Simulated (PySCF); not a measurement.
PySCF 2.14 output of an unrestricted r2SCAN calculation on a single atom or ion in aug-cc-pwCVTZ-PP with ECP60MDF (8s8p7d4f3g, 122 functions), with a scalar-relativistic core potential:

```
SCF conv_tol = 1e-09
number electrons alpha = 8  beta = 4
    J. W. Furness, A. D. Kaplan, J. Ning, J. P. Perdew, and J. Sun.,  J. Phys. Chem. Lett. 11, 8208-8215 (2020)
    J. W. Furness, A. D. Kaplan, J. Ning, J. P. Perdew, and J. Sun.,  J. Phys. Chem. Lett. 11, 9248-9248 (2020)
    J. W. Furness, A. D. Kaplan, J. Ning, J. P. Perdew, and J. Sun.,  J. Phys. Chem. Lett. 11, 8208-8215 (2020)
    J. W. Furness, A. D. Kaplan, J. Ning, J. P. Perdew, and J. Sun.,  J. Phys. Chem. Lett. 11, 9248-9248 (2020)
cycle= 1 E= -66.1605885912258  delta_E= -0.00568  |g|= 0.0172  |ddm|= 0.32
cycle= 2 E= -66.1607006520804  delta_E= -0.000112  |g|= 0.00664  |ddm|= 0.077
cycle= 3 E= -66.1607150625122  delta_E= -1.44e-05  |g|= 0.000739  |ddm|= 0.0177
cycle= 4 E= -66.1607153875006  delta_E= -3.25e-07  |g|= 7.7e-05  |ddm|= 0.00714
cycle= 5 E= -66.1607153901879  delta_E= -2.69e-09  |g|= 8.32e-06  |ddm|= 0.000671
cycle= 6 E= -66.1607153902352  delta_E= -4.73e-11  |g|= 2.54e-07  |ddm|= 0.000107
converged SCF energy = -66.1607153902352  <S^2> = 6.0016642  2S+1 = 5.0006656
```

The run itself started from symmetry-adapted Hartree-Fock orbitals and held the occupation by maximum overlap, on a logarithmic radial grid, so the iterations belong to that start.

Question: Which element, charge and spin multiplicity is this?

Answer: W²⁺ (tungsten, charge +2), multiplicity 5; the state was [Xe] 4f14 5d3 6p1, one real determinant (an excited configuration).

⟨L²⟩ = 14.02 against 20 for a pure G term, so this real determinant mixes terms. Energies and moments cover only the electrons outside the core potential. Spin-orbit coupling, absent here, splits the open shell strongly.
